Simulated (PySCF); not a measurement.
Isomers of C6H12S, from PySCF, PBE0-D3(BJ)/def2-SVP geometry optimisation, gas phase. One conformer each, no zero-point energy, no frequencies.

Question: Which isomer lies lowest at this level?
A. `[CH3:1][CH:2]([CH3:3])[S:4][CH:5]1[CH2:6][CH2:7]1` with C1–C2–S4–C5 65°, C2–S4–C5–C6 70°: A = 4266, B = 1273, C = 1160 MHz, dipole 1.56 D
B. `[CH2:1]1[CH2:2][CH2:3][CH2:4][S:5][CH2:6][CH2:7]1` with C7–C1–C2–C3 92°, C1–C2–C3–C4 -70°, C2–C3–C4–S5 59°, C3–C4–S5–C6 -73°: A = 2626, B = 2334, C = 1427 MHz, dipole 1.65 D
C. `[SH:1][CH:2]1[CH2:3][CH2:4][CH2:5][CH2:6][CH2:7]1` with H–S1–C2–C3 177°, S1–C2–C3–C4 179°, C2–C3–C4–C5 -55°, C3–C4–C5–C6 55°, C4–C5–C6–C7 -55°: A = 4253, B = 1410, C = 1134 MHz, dipole 1.74 D

Answer: C. That is `C1(CCCCC1)S`, 6.8 kcal/mol below the next.

```
     SMILES                                      mapped SMILES      E (Eh)  relative (kcal/mol)  relative (kJ/mol)  dipole (D)
  SC1CCCCC1  [SH:1][CH:2]1[CH2:3][CH2:4][CH2:5][CH2:6][CH2:7]1  -633.36926                  0.0                0.0        1.74
  C1CCCSCC1  [CH2:1]1[CH2:2][CH2:3][CH2:4][S:5][CH2:6][CH2:7]1  -633.35845                  6.8               28.4        1.65
CC(C)SC1CC1  [CH3:1][CH:2]([CH3:3])[S:4][CH:5]1[CH2:6][CH2:7]1  -633.32281                 29.1              122.0        1.56
```

As drawn, the lowest has an S–H bond, which the highest lacks; the highest has a three-membered ring, which the lowest lacks.
